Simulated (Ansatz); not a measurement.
[Te3]- (Te3⁻), relaxed as a doublet with UKS r2SCAN-D4/def2-SVPD in Ansatz, starting from the GFN2-xTB geometry. Force threshold 0.02 eV/Å.

In the def2 sets Te takes a core potential; there is no spin–orbit coupling.

Start:

```
atom   x (Å)   y (Å)   z (Å)
 Te1   0.899  -1.940  -0.546
 Te2   0.204   0.096   1.046
 Te3  -1.103   1.845  -0.501
```

Estimate the energy that the relaxation releases and the steps that it takes.

1.1 kcal/mol, in 4 steps; 17 s on 4 threads of Arm Neoverse V2 on a shared host. No frequencies were taken in this run, so the end may be a saddle point.

Does the start keep its bonding and symmetry?

By distances, no bond broke or formed. The bond that changes most is Te2–Te3, from 2.68 to 2.69 Å (atoms count from 1). Point group C2v at the start, C2v at the end, both within 0.05 Å.

Predict the relaxed structure.


| atom | x (Å) | y (Å) | z (Å) |
| --- | --- | --- | --- |
| Te1 | 0.966 | -2.044 | -0.499 |
| Te2 | 0.185 | 0.087 | 0.951 |
| Te3 | -1.151 | 1.957 | -0.452 |
Bond lengths: 2 × Te–Te 2.69 Å.
